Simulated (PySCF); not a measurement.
**Electron correlation in I+ (iodine, charge +1)**

[Kr] 4d10 5s1 5p5, high-spin 3P determinant (an excited configuration). Calculation: PySCF 2.14, in x2c-QZVPPall; the spin-free X2C one-electron Hamiltonian (Gaussian nucleus). Frozen: [Kr] 4d10; 6 electrons correlated.

```csv
level,correlation energy (mhartree)
CCSD,-180.18
(T),-18.98
CCSD(T),-199.16
```

Diagnostics: T1 = 0.020, D1 = 0.0375, largest double amplitude 0.229.

Q: Is a single reference adequate?

A: Not fully. A double-excitation amplitude exceeds 0.15, a sign of near-degeneracy.
